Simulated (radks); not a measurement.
Values are calculated unless marked as measured or tabulated.
Ionisation of the cobalt ion Co3+, [Ar] 3d6, to Co4+, [Ar] 3d5, under several functionals. Non-relativistic Kohn-Sham, spin-unpolarised, spherical densities, point nucleus; a radial shooting solver on a logarithmic mesh with Libxc functionals.

functional            E(Co3+) (hartree)  Exc (hartree)  IE (eV)  -e(HOMO) (eV)  <r> HOMO (bohr)  IE error (eV)
exchange-only B88           -1379.31051      -56.95836   54.412         44.229           0.9399         +3.142
HCTH/407                    -1380.98110      -58.74587   56.449         46.124           0.9272         +5.179
TPSS                        -1380.41658      -58.09009   55.507         45.273           0.9356         +4.237
revPBE                      -1380.28703      -57.95923   55.575         45.338           0.9357         +4.305
PW91                        -1380.48399      -58.15832   55.798         45.559           0.9360         +4.528
exchange-only r2SCAN        -1379.18105      -56.85253   54.336         44.157           0.9368         +3.066
PBEsol                      -1378.91734      -56.56125   55.638         45.408           0.9350         +4.368

NIST Atomic Spectra Database: 51.3 eV (semi-empirical). Closest: exchange-only r2SCAN. The Delta-SCF values span 2.11 eV, the total energies 2.06 hartree. The highest occupied level is 3d. Spin polarisation and multiplet splitting are left out, so open shells lie too high by an amount that depends on their filling.

Beside tabulated values, note that spin-unpolarised runs miss the spin-polarisation part of the exchange energy of open shells.
